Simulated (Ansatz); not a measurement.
```yaml
crystal:
  periodic: [true, true, true]
  atoms:
    - {symbol: I, position_ang: [-0.061519, -2.895683, -0.956445]}
    - {symbol: B, position_ang: [0.198973, -0.800138, -0.713191]}
    - {symbol: O, position_ang: [-0.261554, -0.215514, 0.463202]}
    - {symbol: B, position_ang: [-0.131517, 1.139713, 0.700206]}
    - {symbol: Zn, position_ang: [0.803213, 1.191184, -1.223845]}
    - {symbol: H, position_ang: [-0.547596, 1.580439, 1.730083]}
basis:
  gaussian: {orbitals: def2-TZVP}
hamiltonian: {xc: {name: PBE-QIDH}}
accuracy: high
output: {forces: true}
```

```sh
$ ansatz run in.yaml --threads 4 --pin off --events-out ev --progress --plain --max-ram 10444MiB
```

It prints (some lines left out):

```
Error: YAML parse error: error: line 2 column 3: crystal: missing field `lattice` (a structure is typed as `lattice` and `atoms`, a molecule's as `atoms` in Å alone, or read from a run's directory, `checkpoint`)
 --> <input>:2:3
1 | crystal:
2 |   periodic: [true, true, true]
3 |   atoms:
4 |     - {symbol: I, position_ang: [-0.061519, -2.895683, -0.956445]}
```

(1) Something in this input is off. What?

Results:

(1) The molecule is marked periodic without a cell. The input was rejected before any iteration.
